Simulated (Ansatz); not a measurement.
Cartesian coordinates in Å:
```
Ge -1.1577 -1.2278 0.6025
C 0.4922 -0.2343 0.3575
Si 0.3888 1.6568 0.2810
Si 0.9632 0.2905 -1.4018
H -0.9750 -2.6994 0.1856
H -1.6143 -1.1712 2.0726
H -2.2504 -0.5956 -0.2796
H 1.2944 -0.6484 0.9676
H 1.4183 2.4000 1.0452
H -0.9665 2.2394 0.4255
H 0.0235 -0.1146 -2.4742
H 2.3835 0.1046 -1.7818
```

Total charge 0; spin multiplicity 1.

List the PBE/def2-TZVPP orbital energies in eV (Ansatz 0.2.0). (An estimate is asked.)

The calculation gave: Occupied: -10804.31, -1779.67, -1779.67, -1337.67, -1191.09, -1191.08, -1191.08, -269.05, -162.26, -137.44, -137.43, -113.70, -113.70, -113.69, -94.18, -94.17, -94.17, -94.15, -94.15, -94.15, -29.54, -29.53, -29.53, -29.47, -29.46, -17.61, -13.81, -12.59, -12.21, -10.17, -9.22, -8.60, -8.34, -8.12, -7.89, -6.73, -5.80. Lowest empty: -1.11, -0.98, -0.73, -0.04, 0.58, 0.59, 0.83, 0.86.
